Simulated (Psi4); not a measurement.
Relaxed torsion scan: C3H10OSi, SMILES CC[SiH2]OC. Scanned: dihedral C1–C2–Si3–O4; all other coordinates were relaxed at GFN2-xTB. Points at φ and −φ are mirror images. Heavy atoms are numbered in the order of the SMILES CC[SiH2]OC, hydrogens after them in the order of the atoms that carry them; the mirror image has the same energies with the sign of each dihedral reversed.

Levels: B3LYP-D3(BJ)/def2-TZVP // GFN2-xTB (Psi4); B3LYP/def2-TZVP // GFN2-xTB (Psi4); PBE-D3(BJ)/def2-TZVP // GFN2-xTB (Psi4).

Energies in kJ/mol, each method relative to its own lowest point.

| φ / ° | B3LYP-D3(BJ)/def2-TZVP | B3LYP/def2-TZVP | PBE-D3(BJ)/def2-TZVP |
|---|---|---|---|
| -165 | 3.6 | 3.1 | 3.4 |
| -150 | 5.5 | 5.0 | 5.2 |
| -135 | 7.4 | 6.8 | 6.9 |
| -120 | 7.9 | 7.3 | 7.5 |
| -105 | 6.7 | 6.2 | 6.4 |
| -90 | 4.1 | 3.8 | 4.0 |
| -75 | 1.4 | 1.2 | 1.3 |
| -60 | 0.0 | 0.0 | 0.0 |
| -45 | 0.7 | 0.9 | 0.7 |
| -30 | 3.2 | 3.4 | 3.1 |
| -15 | 5.9 | 6.1 | 5.8 |
| 0 | 7.1 | 7.4 | 7.0 |
| 15 | 5.9 | 6.1 | 5.8 |
| 30 | 3.2 | 3.4 | 3.1 |
| 45 | 0.7 | 0.9 | 0.7 |
| 60 | 0.0 | 0.0 | 0.0 |
| 75 | 1.4 | 1.2 | 1.3 |
| 90 | 4.1 | 3.8 | 4.0 |
| 105 | 6.7 | 6.2 | 6.4 |
| 120 | 7.9 | 7.3 | 7.5 |
| 135 | 7.4 | 6.8 | 6.9 |
| 150 | 5.5 | 5.0 | 5.2 |
| 165 | 3.6 | 3.1 | 3.4 |
| 180 | 2.8 | 2.3 | 2.7 |
